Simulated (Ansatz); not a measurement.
Reaction (ligand exchange at the Si–S bond): `N[SiH2]S[SiH](N)F` + `N[SiH2]N` → `N[SiH2]N[SiH](N)F` + `N[SiH2]S`

Program: Ansatz. Geometries: PBE0-D4/def2-TZVP. ΔE: electronic, gas phase. CCSD(T)/CBS adds triple-zeta CCSD(T) − MP2 to the extrapolated MP2 energy (def2 sets, frozen cores). This one scheme is used for every species. DFT in def2-TZVPP. B3LYP here is the variant with VWN-RPA as its local correlation; programs differ in this. Each species was taken in one conformer, which may not be the lowest.

`N[SiH2]S[SiH](N)F`:

Z-matrix (Å, degrees):
```
Si
S 1 2.171
N 1 1.706 2 117.0
H 1 1.481 2 108.0 3 122.6
H 1 1.482 2 103.0 3 -119.8
Si 2 2.105 1 98.1 3 -44.2
H 3 1.008 1 119.0 2 -67.8
H 3 1.009 1 117.1 2 69.4
N 6 1.708 2 109.5 1 -39.6
F 6 1.600 2 113.4 1 76.5
H 6 1.480 2 107.3 1 -168.2
H 9 1.008 6 119.6 2 -45.0
H 9 1.009 6 119.8 2 171.1
```

`N[SiH2]N`:

Z-matrix (Å, degrees):
```
Si
N 1 1.711
N 1 1.711 2 108.5
H 1 1.493 2 103.5 3 -125.0
H 1 1.493 2 117.1 3 116.6
H 2 1.006 1 120.5 3 150.7
H 2 1.007 1 121.6 3 -58.1
H 3 1.006 1 120.5 2 150.7
H 3 1.007 1 121.6 2 -58.1
```

`N[SiH2]N[SiH](N)F`:

Z-matrix (Å, degrees):
```
Si
N 1 1.724
N 1 1.727 2 109.8
H 1 1.491 2 104.7 3 123.8
H 1 1.485 2 114.1 3 -116.5
Si 2 1.712 1 128.7 3 58.3
H 2 1.010 1 115.1 3 -123.7
H 3 1.009 1 117.8 2 -153.7
H 3 1.009 1 119.4 2 67.8
N 6 1.688 2 106.7 1 -22.6
F 6 1.602 2 113.6 1 96.1
H 6 1.481 2 108.7 1 -150.2
H 10 1.009 6 120.7 2 -17.6
H 10 1.004 6 124.4 2 157.1
```

`N[SiH2]S`:

Cartesian coordinates in Å:
```
N 0.409 0.756 -1.143
Si 0.317 -0.126 0.313
S -1.600 -1.075 0.540
H 0.856 0.358 -1.952
H -0.277 1.449 -1.393
H 0.482 0.739 1.508
H 1.415 -1.122 0.246
H -1.601 -0.980 1.880
```

**Question.** Is it downhill or uphill in electronic energy at CCSD(T)/CBS, and by how much? (An estimate is asked.)

**Answer.** The calculation gave: Downhill: ΔE = -6.3 kJ/mol.

**Question.** What do these levels give: PBE0-D4, B3LYP-D4, ωB97X-V, ωB97M-V, B3LYP, HF/def2-TZVPP, CCSD/def2-TZVPP, HF/def2-QZVPP, SCS-MP2/def2-QZVPP, HF/CBS(def2), MP2/CBS(def2), CCSD/CBS(def2)? (An estimate is asked.)

**Answer.** Ansatz gave: PBE0-D4 0.8, B3LYP-D4 -6.4, ωB97X-V -5.4, ωB97M-V -5.1, B3LYP -10.6, HF/def2-TZVPP -17.6, CCSD/def2-TZVPP -11.7, HF/def2-QZVPP -18.9, SCS-MP2/def2-QZVPP -7.3, HF/CBS(def2) -19.0, MP2/CBS(def2) -1.8, CCSD/CBS(def2) -9.0 kJ/mol.

Largest T1 diagnostic among the species: 0.011.

The D4 term adds +4.2 kJ/mol with B3LYP and +2.2 kJ/mol with PBE0; it sums over pairs of atoms, weighted by their polarisabilities, and B3LYP, whose exchange is more repulsive, gets the larger term. In def2-TZVPP, CCSD(T) changes the Hartree–Fock value by +8.6 kJ/mol (the triples alone add +2.7 kJ/mol) and MP2 by +13.1 kJ/mol.
